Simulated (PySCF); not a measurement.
**C₆ coefficients of unlike pairs at PBE**

Calculated with PySCF 2.14 from the dipole response of each species, C₆(A,B) = (3/π) ∫ α_A(iu) α_B(iu) du, in atomic units, from isotropic polarisabilities. For ions this is the dispersion term alone; charge-induced terms of lower order in 1/R come first.

```tsv
species	configuration	basis	relativity	α (bohr³)	C₆ (like pair)
Rh²⁺	[Kr] 4d7 (4F)	def2-TZVPPD with the def2 core potential (28 electrons) (6s4p3d2f1g)	core potential	6.387	31.22
Ar	[Ar] (1S)	aug-cc-pCVQZ-DK (10s9p7d5f3g)	spin-free X2C	11.87	69.96
Ni²⁺	[Ar] 3d8 (3F)	x2c-QZVPPall with one added diffuse shell each of s, p, d, f, g type (12s8p7d5f3g)	spin-free X2C	3.522	9.895
O²⁺	[He] 2s2 2p2 (3P)	aug-pcseg-3 (6s5p5d3f2g)	none	1.747	2.337
```

(1) Estimate C₆ for Ar with Rh²⁺.

No spin-orbit coupling is included.

The other pairs:

```tsv
pair	C₆
O²⁺, Ni²⁺	4.791
O²⁺, Rh²⁺	8.531
Ni²⁺, Rh²⁺	17.54
O²⁺, Ar	12.43
Ni²⁺, Ar	25.14
```

Answers

(1) The integral gives 45.00. The combination rule 2 C_A C_B / (C_A α_B/α_A + C_B α_A/α_B) gives 45.66 and the geometric mean 46.73.
